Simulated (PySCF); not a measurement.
Molecule: `C/N=C\c1ccc(F)s1`, C6H6FNS.

Bonds (- single, = double, # triple, : aromatic): C1-N2, N2=C3, C3-C4, C4:C5, C5:C6, C6:C7, C7-F8, C7:S9, S9:C4. C1 carries H10, H11, H12; C3 carries H13; C5 carries H14; C6 carries H15. Stereochemistry as in C/N=C\c1ccc(F)s1.

Frames of a GFN2-xTB Langevin trajectory at 400 K; GIAO PBE0/pcSseg-1 shieldings in PySCF 2.14.0 with density-fitted response routines, gas phase, non-relativistic; equivalent atoms averaged within each frame.

δ = σ(ref) − σ, references computed at the same level: 13C (186.93 ppm) and 1H (31.72 ppm) vs TMS; 15N (267.73 ppm) against NH3; CFCl3 for 19F (170.95 ppm); CS2 for 33S (503.73 ppm). The references are static minima.

How do the shifts (ppm) fluctuate along the trajectory?

Results:


```
         time (fs)     C7     C3     C4     C5     C6    C1     N2      F8   S9   H13
               250  186.8  155.8  148.2  127.8  120.7  40.3  385.3  -117.5  264  8.08
               425  185.0  153.9  127.6  123.6  108.3  43.3  407.3  -120.5  218  9.10
               625  184.5  151.5  147.2  129.3  110.5  47.7  371.2  -110.0  215  8.22
               800  192.9  168.1  125.9  130.4  117.1  42.6  427.9  -105.4  221  8.16
              1000  176.5  159.8  142.3  122.0  115.4  46.5  399.8  -131.9  208  8.95
    mean of frames  185.1  157.8  138.3  126.6  114.4  44.1  398.3  -117.1  225  8.50
standard deviation    5.9    6.5   10.7    3.6    5.0   3.0   21.6    10.2   22  0.48
```

5 frames give an uncertainty of the mean of about the standard deviation over 2.2 at best, since frames this close in time may not be independent; classical motion lacks zero-point vibration, and the reference would need the same averaging.
